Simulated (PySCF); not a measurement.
Job for PySCF: R-B3LYP/6-31G* on CH4BN (a complex), monomers drawn apart or pushed together.

```python
from pyscf import gto, scf, dft, mp
from pyscf.data.elements import chemcore

mol = gto.M(
    atom='''
    B    -0.09690052    0.04823511    0.76958152
    H     0.66586511    0.92707271    0.45072728
    H     0.20388965   -1.03112788    0.32200633
    H    -1.25567332    0.33332979    0.59124895
    C     0.15575562   -0.17617021    3.27587225
    N     0.04178336   -0.07493616    2.14524238
    H     0.26220482   -0.27070854    4.33190088
    ''',
    basis='6-31g*',
    cart=True,
    charge=0, spin=0, verbose=3, max_memory=1800)
mf = dft.RKS(mol, xc='b3lyp')
mf.conv_tol = 1e-8
mf.max_cycle = 100
mf.kernel()
if not mf.converged:
    mf = mf.newton().run(mf.mo_coeff, mf.mo_occ)
```

Task: What total energy does the run end on?

Result: -120.0592 hartree.
